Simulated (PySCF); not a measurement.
Deuteron quadrupole couplings in MeSiCl2(SeBu)

MeSiCl2(SeBu), C5H12Cl2SeSi.
Structure used (PBE0-D3(BJ)/def2-SVP), in Å, numbered top down from 1:
```xyz
21
C5H12Cl2SeSi angstrom
C     -2.9093   -0.1617    1.0744
C     -1.9865    0.5378    0.0905
C     -1.2498   -0.4351   -0.8167
C     -0.2896    0.1948   -1.8081
Se     1.1372    1.3305   -1.0432
Si     2.1396   -0.1996    0.2724
C      3.8363    0.3751    0.7537
Cl     1.0659   -0.5636    2.0122
Cl     2.2536   -2.0193   -0.7141
H     -3.4366    0.5603    1.7159
H     -3.6717   -0.7662    0.5565
H     -2.3398   -0.8374    1.7322
H     -2.5603    1.2513   -0.5278
H     -1.2452    1.1398    0.6421
H     -0.7137   -1.1786   -0.2030
H     -1.9819   -1.0169   -1.4072
H      0.2150   -0.5664   -2.4185
H     -0.8092    0.8892   -2.4864
H      4.2637   -0.3142    1.4974
H      3.7828    1.3802    1.1992
H      4.4927    0.4076   -0.1278
```

Level: PBE0/pcSseg-1 (PySCF, non-relativistic); Q(2H) = 0.00286 b; rigid geometry, the same for H and D, with no vibrational averaging.

**Question.** Rank these positions by the coupling χzz of a deuteron there, largest first.
A. H16 (methylene hydrogen)
B. H11 (methyl hydrogen)
C. H21 (methyl hydrogen)

**Answer.** C (199 kHz), B (195 kHz), A (188 kHz).

**Question.** Tabulate Vzz, the asymmetry η and χzz = 234.96 MHz × Q × Vzz for every hydrogen position.

**Answer.** 
| atom | bonded to | bond length (Å) | Vzz (au) | η | χzz (kHz) |
| --- | --- | --- | --- | --- | --- |
| H10 | C1 | 1.100 | 0.2936 | 0.02 | 197 |
| H11 | C1 | 1.102 | 0.2899 | 0.03 | 195 |
| H12 | C1 | 1.102 | 0.2890 | 0.02 | 194 |
| H13 | C2 | 1.105 | 0.2830 | 0.04 | 190 |
| H14 | C2 | 1.103 | 0.2799 | 0.03 | 188 |
| H15 | C3 | 1.103 | 0.2792 | 0.04 | 188 |
| H16 | C3 | 1.106 | 0.2803 | 0.04 | 188 |
| H17 | C4 | 1.098 | 0.2877 | 0.03 | 193 |
| H18 | C4 | 1.101 | 0.2857 | 0.05 | 192 |
| H19 | C7 | 1.100 | 0.2950 | 0.00 | 198 |
| H20 | C7 | 1.101 | 0.2951 | 0.00 | 198 |
| H21 | C7 | 1.100 | 0.2964 | 0.00 | 199 |

**Question.** A static deuteron (I = 1) shows a doublet split by (3/2)χ, (3/4)χ(1 + η) and (3/4)χ(1 − η) with the field along z, y and x of the gradient. What are these for H13?

**Answer.** With |χ| = 190.2 kHz and η = 0.035: 285, 148 and 138 kHz, to first order and without motion.

Geometry: PBE0-D3(BJ)/def2-SVP, one conformer, isolated molecule. The calculation is non-relativistic, for selenium too. The small basis limits the accuracy of the gradients.

The run behind these numbers computed NMR shieldings as well. Hardware: an x86-64 server with one thread, on a shared host. Cost: 55 s of wall time.
